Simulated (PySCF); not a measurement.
A structure optimised at PBE-D3(BJ)/def2-SVP, used in a PySCF frequency run:

```xyz
10

B      0.0434     0.9617     0.0000
O      0.8305     2.0903     0.0000
H      0.3308     2.9223     0.0000
O     -1.3406     0.9475     0.0000
H     -1.7638     1.8212     0.0000
O      0.6922    -0.2472     0.0000
Si     0.0167    -1.7920     0.0000
H     -0.8212    -2.0175    -1.2282
H     -0.8212    -2.0175     1.2282
H      1.1679    -2.7532     0.0000
```

Q: Write its SMILES, formula and point group.

A: OB(O)O[SiH3], BH₅O₃Si, Cs

Q: What are its rotational constants (standard atomic weights)?

A: 8.9548, 2.3373, 1.8958 GHz
